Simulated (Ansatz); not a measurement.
The same path of CH₅ClOSi (9 atoms, charge 0, multiplicity 1) was run twice with different band settings. Lost on the way: Si1–H2, Si1–C3. Made: H2–C3.

Method: RKS B3LYP-D4/6-31G* (Ansatz 0.2.0).

Relaxed end points:

```xyz
9
Properties=species:S:1:pos:R:3
Si 0.190 -0.092 0.489
H -0.173 -0.140 1.928
C 2.021 0.021 0.186
H 2.522 -0.887 0.540
H 2.225 0.131 -0.884
H 2.452 0.881 0.709
Cl -0.738 1.638 -0.236
O -0.366 -1.422 -0.324
H -1.317 -1.599 -0.287
```

```xyz
9
Properties=species:S:1:pos:R:3
Si -1.354 -0.017 0.340
H 1.719 0.199 1.689
C 2.216 0.104 0.718
H 1.772 -0.717 0.150
H 2.098 1.034 0.157
H 3.277 -0.096 0.881
Cl -1.038 1.519 -1.077
O -0.910 -1.321 -0.601
H -0.963 -2.173 -0.136
```

Common settings: spring 5.0 eV/Å²; optimiser quadratic models (default); start path through a guess of the saddle point; force threshold 0.05 eV/Å; end points relaxed.

| run | movable images | climbing image | iteration limit |
| --- | --- | --- | --- |
| 1 | 5 | yes | 60 |
| 2 | 8 | no | 54 |

Task: What does each run give, and how far can it be trusted?

Result: Run 1: converged after 25 iterations, highest image 3.607 eV above the first end. Neighbouring images differ by up to 2.3 eV, so the band resolves the path poorly. A vibrational analysis at the climbing image gives one clearly imaginary mode, 1322i cm⁻¹: a first-order saddle point.
Run 2: converged after 35 iterations, highest image 3.328 eV above the first end. Neighbouring images differ by up to 2.8 eV, so the band resolves the path poorly. No image climbed, so the highest image needn't sit at the top of the path.
The orbitals stay closed-shell, which can raise the energy where a bond breaks towards radicals; this wasn't checked here.
